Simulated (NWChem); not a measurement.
Species: SiH$_{3}$S$_{2}$Cl; SMILES [SiH](S)(S)Cl

```xyz
7

Si     0.0389     0.0294     0.5216
S     -1.7350    -0.9352    -0.1742
S      0.1955     2.0444    -0.1558
Cl     1.5618    -1.1815    -0.1656
H      0.1425     0.1235     1.9991
H     -2.5449     0.0657     0.2406
H     -0.0609     1.7382    -1.4476
```
Atoms are numbered in this order, from 1.

All runs: NWChem. Coordinates come from a PBE0/def2-SVP optimisation. LC-ωPBE (HJS hole) with def2-SVP; x = 1 − exp(−ω/0.25 bohr⁻¹) is a scale chosen for this fit.

| row | x | −ε(HOMO) (eV) |
|---|---|---|
| ω = 0.05 | 0.181 | 7.14 |
| ω = 0.15 | 0.451 | withheld |
| ω = 0.25 | 0.632 | 9.50 |
| ω = 0.40 | 0.798 | 10.47 |
| ω = 0.80 | 0.959 | 11.42 |

Task: Fit a straight line of the last column on the one before it, predict the withheld value, and compare with the run.

Result: 
1. Means of the 4 shown rows: x = 0.6425, y = 9.633. Slope Σ(x − x̄)(y − ȳ)/Σ(x − x̄)² = 1.848/0.3374 = 5.475; intercept 6.115.
2. The shown rows scatter about the line by 0.050 (root mean square); the largest residual is -0.08, at ω = 0.25.
3. At x = 0.451 (ω = 0.15; inside the shown range) the line gives 8.58.
4. The run gives 8.49, -0.09 from the line, 1.8 times the scatter.
